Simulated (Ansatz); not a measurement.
C₂F₂I₂ (`F/C(I)=C(\F)I`), relaxed with RKS PBE-D4/def2-SVP in Ansatz 0.2.0 from a rough embedded geometry. The force threshold is 0.03 eV/Å; the program also tests the step.

Charge 0, multiplicity 1. I takes the def2 core potential.

Start:

```xyz
6

F     0.818    0.205   -1.668
C    -0.028   -0.137   -0.668
I    -1.766   -1.086   -1.257
C     0.278    0.237    0.572
F     1.457    0.899    0.718
I    -0.759   -0.119    2.304
```

| step | energy (eV) | largest force (eV/Å) | largest move (Å) |
| --- | --- | --- | --- |
| 1 | -23693.8368 | 1.638 | 0.000 |
| 2 | -23693.8913 | 0.509 | 0.052 |
| 3 | -23693.9040 | 0.226 | 0.028 |
| 4 | -23693.9071 | 0.094 | 0.020 |
| 5 (rejected) | -23693.9066 | 0.123 | 0.020 |
| 6 | -23693.9076 | 0.012 | 0.008 |

End:

```xyz
6

F     0.790    0.199   -1.703
C    -0.028   -0.106   -0.692
I    -1.776   -1.116   -1.255
C     0.322    0.248    0.570
F     1.476    0.891    0.768
I    -0.786   -0.116    2.311
```

Hardware: 4 threads of an Arm Neoverse V2 on a shared host. Wall time 7.5 s, peak host memory 0.16 GiB.
